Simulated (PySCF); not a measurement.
3-cyclopentyl-1-propyne, C₈H₁₂.
InChI=1S/C8H12/c1-2-5-8-6-3-4-7-8/h1,8H,3-7H2

The closed-shell ground state was solved at several levels (PySCF, density fitting, gas phase, non-relativistic). One conformer (not necessarily the lowest) at the PBE0-D3(BJ)/def2-SVP geometry, without solvent, vibrations or thermal averaging.

| level | basis functions | total energy (Eh) | HOMO (eV) | LUMO (eV) | gap (eV) | dipole (D) |
| --- | --- | --- | --- | --- | --- | --- |
| CAM-B3LYP/def2-SVPD | 256 | -311.6101 | -9.00 | 1.32 | 10.32 | 0.69 |
| KT2/pcSseg-1 | 196 | -317.5336 | -6.39 | -0.06 | 6.33 | 0.64 |

Question: What might PBE0/pcSseg-1 (196 basis functions) give for the same quantities?

Answer: Total energy -311.5860 Eh, HOMO -7.62 eV, LUMO 0.93 eV, gap 8.55 eV, dipole 0.65 D.

Question: Over all these levels, which gives the widest orbital gap and which the narrowest?

Answer: CAM-B3LYP/def2-SVPD (range-separated hybrid) has the widest, 10.32 eV, and KT2/pcSseg-1 (GGA) the narrowest, 6.33 eV. Functional and basis both differ between the two, so the spread mixes both effects.

Question: How far do the dipole and the HOMO energy spread over the levels?

Answer: The dipole runs from 0.64 to 0.69 D (mean 0.66 D) and the HOMO from -9.00 to -6.39 eV.
